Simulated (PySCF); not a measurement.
## Correlation energy of B²⁺ (boron, charge +2)

[He] 2p1, 2P determinant (an excited configuration). All numbers are calculated (PySCF 2.14, scalar relativity by spin-free X2C-1e, in x2c-TZVPPall (5s3p2d1f, 31 functions)). Frozen: nothing; 3 electrons correlated.

MP2 pair energies summed by pair of shells (mhartree):

```csv
pair,energy,share (%)
1s-1s,-13.53,90.8
1s-2p,-1.36,9.2
```

Total MP2 correlation energy: -14.90 mhartree.

Same-spin part -0.58 and opposite-spin part -14.32 mhartree; SCS-MP2 scales them by 1/3 and 6/5 to -17.37 mhartree.

This basis was not built for core-valence correlation, so the inner-shell part is incomplete.
